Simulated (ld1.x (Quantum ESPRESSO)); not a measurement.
rhodium (Rh) TM semilocal: all-electron and pseudo phase curves

| Quantity | Value |
| --- | --- |
| Element | Rh |
| Generator | ld1.x (Quantum ESPRESSO) 7.5 |
| Type | norm-conserving Troullier–Martins (semilocal form) |
| Functional | PBEsol |
| Relativity | scalar-relativistic |
| Frozen core | [Kr] |
| Valence charge | 9 |
| Reference configuration | 4d8 5s0 5p1 |
| Partial waves | 5p (bound): rc 4.10 bohr; 4d (bound): rc 1.15 bohr; 5s (bound, empty): rc 2.80 bohr |
| Local potential | the s channel |
| Core correction | none |

The phase is arctan(r·u′/u) with u = r·R(r), unwrapped; energies in Ry, scanned from -3 to 5 Ry. A pole is an energy at which the radial function vanishes at the test radius. The pseudo phase is shifted by a multiple of π to meet the all-electron one at the reference energy, and phase errors are pseudo minus all-electron; the curves can meet again beyond the range given. Levels narrower than the energy grid can be missing from the lists of poles.

Problem. For each channel, where are the poles, and over which energies does the pseudopotential scatter like the atom?

Solution.

```
channel  radius (bohr)  reference energy (Ry)  poles, all-electron      poles, pseudo  unbroken range about the reference energy with phases within 0.05 rad  phase error 1 Ry above the reference energy (rad)
      s           4.42                  -0.40          -0.19, 2.29  -0.19, 2.09, 4.85                                                              below 0.6                                             -0.032
      p           4.42                  -0.13           0.35, 2.95         0.34, 2.45                                                              below 0.9                                             -0.047
      d           4.42                  -0.56    -0.55, 1.35, 4.23  -0.55, 1.35, 4.22                                                        the whole range                                             -0.001
```

Phases in the d channel:

```
E (Ry)  all-electron  pseudo
 -3.00         1.441   1.441
 -2.52         1.429   1.429
 -2.04         1.413   1.413
 -1.56         1.391   1.391
 -1.08         1.353   1.353
 -0.60         1.034   1.034
 -0.12        -1.945  -1.945
  0.36        -2.772  -2.773
  0.84        -4.469  -4.469
  1.32        -4.703  -4.704
  1.80        -4.827  -4.828
  2.28        -5.061  -5.065
  2.76        -7.096  -7.115
  3.24        -7.686  -7.689
  3.72        -7.795  -7.796
  4.20        -7.851  -7.852
  4.68        -7.897  -7.899
```
